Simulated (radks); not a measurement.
Species: Hg XXIX. Configuration: [Kr] 4d10 4f6 (the NIST ground configuration).

All-electron calculation, Dirac Kohn-Sham, PBE, spin-unpolarised, spherical densities, point nucleus; open shells are shared between the two j in proportion to 2j + 1. Program: a radial shooting solver on a logarithmic mesh with Libxc functionals.

Energy parts (hartree):
total: -19289.4045
kinetic: 22317.8845
electron-nucleus: -46865.9140
Hartree: 5595.2915
exchange-correlation: -336.6665

Orbitals (lengths in bohr, moments of r in powers of bohr; r(max) is where P^2 peaks):
| orbital | occ. | eigenvalue (hartree) | <1/r> | r(max) | <r^2> | <r^4> |
|---|---|---|---|---|---|---|
| 1s1/2 | 2 | -3086.281 | 97.68 | 0.01022 | 0.0003806 | 3.990e-07 |
| 2s1/2 | 2 | -574.7263 | 24.05 | 0.05934 | 0.005737 | 0.00005784 |
| 2p1/2 | 2 | -552.6993 | 23.98 | 0.04362 | 0.004054 | 0.00003430 |
| 2p3/2 | 4 | -481.1118 | 19.41 | 0.05111 | 0.005240 | 0.00005387 |
| 3s1/2 | 2 | -162.3568 | 8.843 | 0.1669 | 0.03705 | 0.002073 |
| 3p1/2 | 2 | -152.4969 | 8.750 | 0.1557 | 0.03374 | 0.001803 |
| 3p3/2 | 4 | -136.5555 | 7.561 | 0.1708 | 0.04002 | 0.002501 |
| 3d3/2 | 4 | -120.3192 | 7.452 | 0.1329 | 0.03062 | 0.001647 |
| 3d5/2 | 6 | -116.9049 | 7.184 | 0.1370 | 0.03232 | 0.001816 |
| 4s1/2 | 2 | -60.05475 | 3.898 | 0.3696 | 0.1673 | 0.03965 |
| 4p1/2 | 2 | -55.79014 | 3.803 | 0.3666 | 0.1680 | 0.04079 |
| 4p3/2 | 4 | -51.51762 | 3.404 | 0.3947 | 0.1933 | 0.05362 |
| 4d3/2 | 4 | -44.56378 | 3.248 | 0.3828 | 0.1925 | 0.05569 |
| 4d5/2 | 6 | -43.71327 | 3.160 | 0.3909 | 0.2002 | 0.06001 |
| 4f5/2 | 2.57143 | -34.91691 | 2.928 | 0.3340 | 0.1847 | 0.05662 |
| 4f7/2 | 3.42857 | -34.69823 | 2.897 | 0.3373 | 0.1878 | 0.05841 |
| 5s1/2 | 0 | -30.05106 | 1.996 | 0.7214 | 0.5833 | 0.4581 |
| 5p1/2 | 0 | -28.21819 | 1.934 | 0.7357 | 0.6099 | 0.5046 |
| 5p3/2 | 0 | -26.76830 | 1.792 | 0.7797 | 0.6768 | 0.6189 |

The highest occupied level is 4f7/2 at -944.19 eV. Summed over all electrons, <r^2> = 5.193 bohr^2, which gives a Langevin (diamagnetic) susceptibility term of -4.11 x 10^-6 cm^3/mol. For comparison, the ionisation energy in NIST's Atomic Spectra Database is 990 eV (theoretical). In exact Kohn-Sham theory the highest level is minus the ionisation energy, but local and semilocal functionals leave it too shallow, through self-interaction and a potential that decays too fast; potentials with the right tail come closer. The density falls to 0.001 e/bohr^3 at r = 1.23 bohr.

Beside tabulated values, note that spin-unpolarised runs miss the spin-polarisation part of the exchange energy of open shells.
